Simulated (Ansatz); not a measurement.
System: sum formula SiHS$_{2}$Cl$_{2}$, charge -1, multiplicity 1. It need not be the lowest isomer of its formula. Whether it binds its extra electron was not tested at this geometry. SMILES: [S-][Si](S)(Cl)Cl
Structure (B3LYP-D3(BJ)/def2-TZVP (Ansatz, a first-principles code) minimum search):
```xyz
6

S     -0.1630     0.5261     2.1245
Si    -0.0215     0.0508     0.1952
S      1.7601    -1.0668    -0.4151
Cl    -0.0942     1.6912    -1.1646
Cl    -1.5361    -1.1879    -0.6425
H      2.4625    -0.6159     0.6360
```
Charge -1, spin multiplicity 1.

Parts of the frozen-core correlation energy in 6-31G (Ansatz, hartree). Frozen orbitals: 25; correlated occupied orbitals by spin: 16 and 16; virtual: 26 and 26. No spin-orbit coupling. No relativistic terms.

```csv
term,value
reference (HF),-2003.56196
MP2 opposite-spin,…
MP2 same-spin,…
CCSD correlation,…
(T),-0.00670
T1 diagnostic,0.012
largest doubles amplitude,0.028
```

**Question.** Some entries are withheld; supply them.

**Answer.** 
- MP2 opposite-spin, value: -0.17557
- MP2 same-spin, value: -0.05625
- CCSD correlation, value: -0.26203
